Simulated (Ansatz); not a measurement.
`[NH][Si](F)(F)F` radical, relaxed with UKS PBE-D4/def2-SVP in the Gaussian-basis code of Ansatz from a rough embedded geometry. The force threshold is 0.03 eV/Å; the program also tests the step.

Total charge 0; spin multiplicity 2.

Start:

```xyz
6

N    -0.907   -0.386    0.931
Si    0.350   -0.054   -0.168
F     1.547   -1.130   -0.010
F     0.898    1.413    0.059
F    -0.244   -0.100   -1.653
H    -1.644    0.258    0.840
```

| step | energy (eV) | largest force (eV/Å) | largest move (Å) |
| --- | --- | --- | --- |
| 1 | -17514.2878 | 2.471 | 0.000 |
| 2 | -17514.4067 | 0.745 | 0.052 |
| 3 | -17514.4373 | 0.118 | 0.041 |
| 4 | -17514.4381 | 0.048 | 0.006 |
| 5 | -17514.4383 | 0.008 | 0.004 |

End:

```xyz
6

N    -0.925   -0.415    0.962
Si    0.339   -0.042   -0.186
F     1.536   -1.106   -0.026
F     0.958    1.431    0.058
F    -0.198   -0.131   -1.708
H    -1.711    0.263    0.900
```

It took 9 s on 4 threads of a server CPU on a shared host, with 0.21 GiB of host memory at the peak.
